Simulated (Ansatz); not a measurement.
Ansatz (a program for electronic structure) input file for SnClI, SMILES [Cl][Sn][I] (connectivity only; charge and spin as stated), neutral, multiplicity 1, B3LYP-D3(BJ)/def2-SVP. 

Ansatz 0.2 input:
```yaml
crystal:
  periodic: [false, false, false]
  atoms:
    - {symbol: Sn, position_ang: [0.68241223, -0.96343170, 0.00000000]}
    - {symbol: Cl, position_ang: [-1.35893633, -2.19177123, 0.00000000]}
    - {symbol: I, position_ang: [-0.20789988, 1.61191879, -0.00000000]}
basis:
  gaussian:
    orbitals: def2-SVP
hamiltonian:
  xc: b3lyp
  dispersion: d3bj
relax: {f_tol: 0.002, max_steps: 200}
```

Program output:

```
WARN ansatz: RAYON_NUM_THREADS=1 ignored (pool sized by the plan → 1); use --threads N
Functional definition: B3LYP
integrals: 0.03 GiB planned
919 factors; integrals over basis functions are off by at most 2.6e-4 eV
mean field: 0.29 GiB planned
mean field evaluation 1: about -26457.6951 eV, gradient 1.8e1 eV
mean field evaluation 2: about -26454.5577 eV, gradient 3.6e1 eV
mean field evaluation 4: about -26458.8656 eV, gradient 8.5e-1 eV
mean field evaluation 8: about -26458.8891 eV, gradient 2.0e-2 eV
mean field evaluation 16: about -26458.8891 eV, gradient 1.1e-5 eV
mean field -26458.88907744 eV, -972.3462391168 hartree, gradient 1.1e-5 eV, S^2 0.000000; 0 other end points of the search recorded, 0 dependent functions left out
the calculation of the forces begins
reference -26458.88928682 eV, -972.3462468112 hartree; 32, 32 occupied and 38, 38 virtual orbitals, 919 factors
relax step   1: F+E_penalty+E_count = -26459.12479134 eV  Δ(F+E_penalty+E_count) = +0.000e0 eV  max|allowed force component| = 5.081e-1 eV/Å  Δτ_max = 0.0000 Å  (28 SCF iters, accepted)
these checks for a lower state are left out or cut short: starts, cluster_reference, orbital_swaps, neighbouring_geometries, increment
integrals: 0.03 GiB planned
919 factors; integrals over basis functions are off by at most 2.6e-4 eV
mean field: 0.29 GiB planned
mean field -26458.90430916 eV, -972.3467988722 hartree, gradient 1.4e-5 eV, S^2 0.000000; 0 other end points of the search recorded, 0 dependent functions left out
the calculation of the forces begins
reference -26458.90452014 eV, -972.3468066254 hartree; 32, 32 occupied and 38, 38 virtual orbitals, 919 factors
relax step   2: F+E_penalty+E_count = -26459.13899405 eV  Δ(F+E_penalty+E_count) = -1.420e-2 eV  max|allowed force component| = 2.047e-1 eV/Å  Δτ_max = 0.0501 Å  (32 SCF iters, accepted)
these checks for a lower state are left out or cut short: starts, cluster_reference, orbital_swaps, neighbouring_geometries, increment
integrals: 0.03 GiB planned
919 factors; integrals over basis functions are off by at most 2.6e-4 eV
mean field: 0.29 GiB planned
mean field evaluation 32: about -26458.9065 eV, gradient 1.5e-5 eV
mean field -26458.90646359 eV, -972.3468780458 hartree, gradient 1.5e-5 eV, S^2 0.000000; 0 other end points of the search recorded, 0 dependent functions left out
the calculation of the forces begins
reference -26458.90667416 eV, -972.3468857841 hartree; 32, 32 occupied and 38, 38 virtual orbitals, 919 factors
relax step   3: F+E_penalty+E_count = -26459.14128399 eV  Δ(F+E_penalty+E_count) = -2.290e-3 eV  max|allowed force component| = 8.603e-3 eV/Å  Δτ_max = 0.0142 Å  (33 SCF iters, accepted)
these checks for a lower state are left out or cut short: starts, cluster_reference, orbital_swaps, neighbouring_geometries, increment
integrals: 0.03 GiB planned
919 factors; integrals over basis functions are off by at most 2.6e-4 eV
mean field: 0.29 GiB planned
mean field -26458.90637918 eV, -972.3468749440 hartree, gradient 5.4e-5 eV, S^2 0.000000; 0 other end points of the search recorded, 0 dependent functions left out
the calculation of the forces begins
reference -26458.90658972 eV, -972.3468826812 hartree; 32, 32 occupied and 38, 38 virtual orbitals, 919 factors
relax step   4: F+E_penalty+E_count = -26459.14128991 eV  Δ(F+E_penalty+E_count) = -5.918e-6 eV  max|allowed force component| = 6.704e-4 eV/Å  Δτ_max = 0.0012 Å  (21 SCF iters, accepted)
integrals: 0.03 GiB planned
919 factors; integrals over basis functions are off by at most 2.6e-4 eV
mean field: 0.29 GiB planned
mean field -26458.90637918 eV, -972.3468749440 hartree, gradient 5.4e-5 eV, S^2 0.000000; 1 other end points of the search recorded, 0 dependent functions left out
the calculation of the forces begins
reference -26458.90658972 eV, -972.3468826812 hartree; 32, 32 occupied and 38, 38 virtual orbitals, 919 factors
Total energy: -26459.14150045 eV, -972.3555154913 hartree
Atom 0 at     0.712117    -0.983881     0.000000 Å, force     0.000546     0.000670    -0.000000 eV/Å
Atom 1 at    -1.372593    -2.186881    -0.000000 Å, force    -0.000656    -0.000390    -0.000000 eV/Å
Atom 2 at    -0.223948     1.627478     0.000000 Å, force     0.000110    -0.000280     0.000000 eV/Å
Dipole moment:     0.602867    -0.222890    -0.000000 e Å
```

The run converged.

Cost: roughly 14 core-seconds.
